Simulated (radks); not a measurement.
The mean radii <r> (bohr) of the occupied orbitals of an atom or ion are listed with their occupations. Calculated with a radial shooting solver on a logarithmic mesh with Libxc functionals: scalar-relativistic Kohn-Sham, PBEsol, spin-polarised, spherical densities, finite nucleus; Fermi nuclear charge, rms radius of each element as measured or else 0.836 A^(1/3) + 0.57 fm.

| orbital | occ. | <r> |
|---|---|---|
| 1s up | 1 | 0.01606 |
| 1s down | 1 | 0.01606 |
| 2s up | 1 | 0.06763 |
| 2s down | 1 | 0.06763 |
| 2p up | 3 | 0.06144 |
| 2p down | 3 | 0.06144 |
| 3s up | 1 | 0.1746 |
| 3s down | 1 | 0.1746 |
| 3p up | 3 | 0.1764 |
| 3p down | 3 | 0.1764 |
| 3d up | 5 | 0.1599 |
| 3d down | 5 | 0.1599 |
| 4s up | 1 | 0.3839 |
| 4s down | 1 | 0.3839 |
| 4p up | 3 | 0.4092 |
| 4p down | 3 | 0.4092 |
| 4d up | 5 | 0.4293 |
| 4d down | 5 | 0.4292 |
| 5s up | 1 | 0.8182 |
| 4f up | 7 | 0.4467 |
| 4f down | 7 | 0.4463 |
| 5s down | 1 | 0.8170 |
| 5p up | 3 | 0.9038 |
| 5p down | 3 | 0.9027 |
| 5d up | 1 | 1.039 |

Name the element and its charge. Open shells, if any, are filled with parallel spins first.

Answer. Z = 82, lead, charge +13: Pb13+ in [Xe] 4f14 5d1. The 1s radius gives Z: for a bare nucleus <r> = (2 gamma + 1)/(2Z) with gamma = sqrt(1 - (Z/c)^2), 0.01587 bohr for Z = 82, and screening makes it slightly larger (0.01606 here). The occupations add up to 69, and the charge is Z minus that.
